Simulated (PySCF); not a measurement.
Be(H)(SiH3) (BeH₄Si), SMILES [BeH][SiH3]. Heavy atoms are numbered as in [BeH:1][SiH3:3]. Hydrogens are named by the atom that carries them.

Geometry optimised at B3LYP-D3(BJ)/def2-TZVP.

Computed with PySCF with KT2/pcSseg-2.

GIAO shieldings, no solvent; atoms alike by connectivity are averaged. δ = σ(ref) − σ: ¹H against TMS (σ = 31.47 ppm); ²⁹Si against TMS (σ = 351.7 ppm), references at their B3LYP-D3(BJ)/def2-TZVP geometries, non-relativistic.

```
nucleus       atoms  count  δ (ppm)
-------  ----------  -----  -------
¹H         H on Be1      1     3.71
¹H         H on Si3      3     3.00
²⁹Si     Si3 (SiH3)      1   -147.7
```
